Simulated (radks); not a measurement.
Values are calculated unless marked as measured or tabulated.
La V, 53 electrons, occupied as [Kr] 4d10 5s2 5p5. Level of theory: scalar-relativistic Kohn-Sham, LDA (Slater exchange, VWN5 correlation), spin-polarised, spherical densities, finite nucleus; open shells are filled with parallel spins first (spin-orbit coupling, left out, can overturn this in heavy ions); Fermi nuclear charge, rms radius 4.855 fm (a radial shooting solver on a logarithmic mesh with Libxc functionals).

Normalised radial functions P(r) = r R(r), r in bohr:

```
   r/bohr * 4d up, o 5s up (the largest magnitude, 1.22, reaches the edge; | marks zero, & curves that meet)
 0.004042                             * o
 0.006127                             *  o
 0.009287                             *  o
  0.01408                             *  o
  0.02134                             * o
  0.03235                             o*
  0.04904                         o   |  *
  0.07434                        o    |      *
   0.1127                            o|            *
   0.1695                             |     o         *
   0.2569                             |     o  *
   0.3894                  *    o     |
   0.5903  *               o          |
   0.8948      *                      |       o
    1.356                   *         |                     o
    2.056                           * |            o
    3.117                             *  o
    4.725                             &
```

4d up: eigenvalue -141.71 eV, 1 radial node at r = 0.315 bohr, <r> = 0.766 bohr, 90 % of the charge inside 1.15 bohr. 5s up: eigenvalue -75.189 eV, 4 radial nodes at r = 0.0309, 0.122, 0.323, 0.772 bohr, <r> = 1.51 bohr, 90 % of the charge inside 2.15 bohr.
